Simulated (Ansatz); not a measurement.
Input file for Ansatz (a first-principles code): R-PBE/def2-TZVPP on LiMg+, 2S+1 = 1, a spin state set in the input, which need not be the lowest, a point of a bond scan (R = 2.920 Å). Charge +1.

Ansatz 0.2 input:
```yaml
crystal:
  periodic: [false, false, false]
  atoms:
    - {symbol: Li, position_ang: [0.00000000, 0.00000000, 0.00000000]}
    - {symbol: Mg, position_ang: [0.00000000, 0.00000000, 2.92019500]}
basis:
  gaussian:
    orbitals: def2-TZVPP
    pivot_positions_ang: [[0.00000000, 0.00000000, 0.00000000], [0.00000000, 0.00000000, 2.92019500]]
hamiltonian:
  xc: {name: PBE}
total_charge: 1
output: {forces: true, orbitals: {seedname: ./end}}
```

Output:

```
WARN ansatz: RAYON_NUM_THREADS=1 ignored (pool sized by the plan → 1); use --threads N
Functional definition: PBE
integrals: 0.01 GiB planned
433 factors; their error is unknown
mean field: 0.09 GiB planned
mean field evaluation 1: about -5638.8816 eV, gradient 7.0e0 eV
mean field evaluation 2: about -5638.9732 eV, gradient 5.3e0 eV
mean field evaluation 4: about -5639.0711 eV, gradient 4.1e-1 eV
mean field evaluation 8: about -5639.0661 eV, gradient 4.3e-4 eV
mean field -5639.06612094 eV, -207.2318576483 hartree, gradient 2.1e-5 eV, S^2 0.000000; 0 other end points of the search recorded, 0 dependent functions left out
the calculation of the forces begins
reference -5639.06616646 eV, -207.2318593211 hartree; 7, 7 occupied and 44, 44 virtual orbitals, 433 factors
Total energy: -5639.06616646 eV, -207.2318593211 hartree
Atom 0 at     0.000000     0.000000     0.000000 Å, force    -0.000000     0.000000     0.011933 eV/Å
Atom 1 at     0.000000     0.000000     2.920195 Å, force    -0.000000    -0.000000    -0.011933 eV/Å
Dipole moment:    -0.000000    -0.000000    -1.187091 e Å
```

Self-consistency was reached.

Cost: around 0.7 core-seconds (rough).
